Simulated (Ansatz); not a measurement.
A run for Ansatz (a first-principles code): R-CCSD(T)/cc-pV(T+d)Z on H3NSSi (SMILES N[Si]S), a point of a torsion scan. Files ending in .json are basis or fitting sets from the Basis Set Exchange.

Ansatz 0.2 input:
```yaml
crystal:
  periodic: [false, false, false]
  atoms:
    - {symbol: N, position_ang: [-1.26893989, 0.10501951, 0.24812035]}
    - {symbol: Si, position_ang: [-0.65505044, -1.05524674, 1.35835426]}
    - {symbol: S, position_ang: [0.33961054, -2.43344910, -0.05702836]}
    - {symbol: H, position_ang: [-0.98879249, 1.07003012, 0.31826587]}
    - {symbol: H, position_ang: [-1.34692540, -0.14504050, -0.73173860]}
    - {symbol: H, position_ang: [0.63769379, -3.34343933, 0.85755619]}
basis:
  gaussian:
    orbitals: cc-pV_T+d_Z.json
magnetization: {spin_polarized: false}
correlation: {method: ccsd_t, electrons: outside_noble_gas}
scf: {lower_state_search: off}
```

The head of its log:

```
WARN ansatz: RAYON_NUM_THREADS=1 ignored (pool sized by the plan → 1); use --threads N
Functional definition: HF
these checks for a lower state are left out or cut short: stability, starts, cluster_reference, orbital_swaps, neighbouring_geometries, increment
integrals: 0.35 GiB planned
880 factors; integrals over basis functions are off by at most 1.1e-3 eV
mean field: 0.38 GiB planned
mean field evaluation 1: about -20208.1168 eV, gradient 3.4e1 eV
mean field evaluation 2: about -20208.2577 eV, gradient 3.5e1 eV
mean field evaluation 4: about -20211.0143 eV, gradient 3.0e0 eV
mean field evaluation 8: about -20211.0727 eV, gradient 3.0e-1 eV
mean field evaluation 16: about -20211.0735 eV, gradient 2.1e-6 eV
mean field -20211.07353437 eV, -742.7432528304 hartree, gradient 2.1e-6 eV, S^2 0.000000; 0 other end points of the search recorded, 0 dependent functions left out
11 core orbitals not correlated
reference -20211.07353437 eV, -742.7432528304 hartree; 9, 9 occupied and 130, 130 virtual orbitals, 880 factors
```

Q: What total energy does the run end on?

A: -743.2982 hartree (reference determinant -742.7433, T1 diagnostic 0.015).
